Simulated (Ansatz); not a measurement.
Mulliken charges of C2HClFGa, SMILES `C#[C][Ga]([F])[Cl]` from PBE/def2-TZVPP in Ansatz (PBE0-D4/def2-TZVP geometry).

| atom | x (Å) | y (Å) | z (Å) | charge (e) |
| --- | --- | --- | --- | --- |
| C1 | 1.382 | 0.479 | 1.236 | 0.057 |
| C2 | 0.501 | 0.153 | 0.480 | -0.361 |
| Ga3 | -0.866 | -0.339 | -0.715 | 0.601 |
| F4 | -1.969 | -1.620 | -0.312 | -0.310 |
| Cl5 | -1.207 | 0.561 | -2.595 | -0.204 |
| H6 | 2.160 | 0.766 | 1.906 | 0.217 |

By hand: the dipole of these point charges (1 e Å = 4.8032 D).

Σ q r = (0.703, 0.322, 0.507) e Å, of length 0.925 e Å = 4.44 D.

How does the dipole of the full density compare? (Estimate.)

Ansatz gave: (0.420, 0.222, 0.257) e Å, 2.59 D; the point charges give 1.71 times that, at 6° from its direction.

Point charges leave out the atoms' own dipoles, such as those of lone pairs, and Mulliken's split depends on the basis, so the two needn't agree.
